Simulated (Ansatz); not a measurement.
System: TiF3, charge 1, multiplicity 1. 
Coordinates optimised at B3LYP-D3(BJ)/def2-TZVP (Ansatz, a quantum-chemistry and plane-wave program):
SMILES: [F][Ti+]([F])[F]
```xyz
4

Ti    -0.0670     0.0894     0.2355
F     -1.2812    -1.0099    -0.2165
F     -0.0034     1.4465    -0.7849
F      1.4485    -0.6550     0.4258
```
Charge +1, spin multiplicity 1.

Basis-set convergence of Hartree-Fock and CCSD correlation energies (hartree) with Ansatz. Cores are frozen in the correlated levels unless marked. Spin-orbit coupling is left out. The frozen core is the preceding noble-gas configuration, with the filled d and f shells of earlier blocks. Non-relativistic.

The T1 diagnostic of CCSD in the largest basis is 0.028, which is high, so the coupled-cluster rows are less sure than usual.

| basis | functions | E(HF) | E(corr, CCSD) |
|---|---|---|---|
| def2-SVP | 73 | -1146.19930 | -0.69299 |
| def2-TZVPP | 157 | ___ | ___ |

Some entries are withheld; supply them.


- def2-TZVPP, E(HF): -1146.71998
- def2-TZVPP, E(corr, CCSD): -0.87984
